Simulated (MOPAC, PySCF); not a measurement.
H$_{6}$BrGaSi$_{2}$, SMILES `[SiH3][Ga]([SiH3])[Br]`, neutral singlet in the gas phase. 

Cartesian coordinates (Å):
```xyz
10

Si     2.2428    -0.3812    -0.1160
Ga     0.0040     0.5420    -0.1855
Si    -2.2502    -0.2107     0.2856
Br     0.0302     2.7904    -0.8463
H      2.2337    -1.8282     0.2116
H      3.0234     0.3375     0.9204
H      2.8977    -0.1893    -1.4323
H     -2.2944    -1.6609     0.5966
H     -2.7699     0.5429     1.4526
H     -3.1174     0.0577    -0.8867
```
Charge 0, spin multiplicity 1.

All levels are single points at this geometry (B3LYP-D3(BJ)/def2-TZVP); Pople sets use spherical d functions. Orbital energies aren't observables, and empty levels follow the basis.

SVWN5/6-31G* in PySCF gives dipole (D) = 2.24.

Problem. Estimate the dipole (D) from each of these levels: M06-2X/def2-TZVP in PySCF; B3LYP/3-21G in PySCF; B3LYP/6-311+G** (LANL2DZ on Br, Ga) in PySCF; HF/3-21G in PySCF; PM6 in MOPAC.

Solution. 
```tsv
level	dipole (D)
M06-2X/def2-TZVP in PySCF	2.37
B3LYP/3-21G in PySCF	1.99
B3LYP/6-311+G** (LANL2DZ on Br, Ga) in PySCF	2.56
HF/3-21G in PySCF	2.65
PM6 in MOPAC	2.59
```
